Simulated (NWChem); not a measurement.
# C4H6S; SMILES C#C[C@H](C)S

```xyz
11

C      0.8030    -2.3416    -0.1502
C      0.2700    -1.2766     0.1248
C     -0.3852    -0.0083     0.4283
C     -1.7633     0.1139    -0.2364
S      0.7749     1.3546    -0.1014
H      1.2769    -3.2838    -0.3865
H     -0.4889     0.0739     1.5320
H     -1.6642     0.0709    -1.3380
H     -2.2412     1.0755     0.0366
H     -2.4249    -0.7127     0.0950
H      0.0172     2.3612     0.4208
```
Atoms are numbered in this order, from 1.

Level: PBE-D3(BJ)/def2-SVP (NWChem), optimised geometry, unscaled harmonic frequencies. 

```
frequency (cm⁻¹)  IR intensity (km/mol)
----------------  ---------------------
149                                 1.3
192                                18.9
210                                 1.1
267                                 0.7
306                                 1.2
436                                 1.5
514                                 7.2
638                                21.1
648                                17.7
661                                34.1
842                                 2.6
886                                 1.7
980                                 6.4
1044                                9.2
1078                                1.0
1169                               24.1
1278                                8.0
1336                                3.8
1409                                7.6
1412                                2.7
2167                                0.6
2602                               10.3
2976                               16.7
2982                                5.1
3069                               13.5
3089                                6.7
3409                               72.2
```

```
Quantity                                                                            Value
-----------------------------------------------------------------------  ----------------
zero-point energy                                                           51.1 kcal/mol
thermal correction to the enthalpy at 298.15 K (with zero-point energy)     55.8 kcal/mol
heat capacity Cv                                                         23.2 cal/(mol K)
entropy at 298.15 K and 1 atm (symmetry number 1)                        79.1 cal/(mol K)
dipole moment                                                                      1.59 D
```

Rigid rotor and harmonic oscillator.
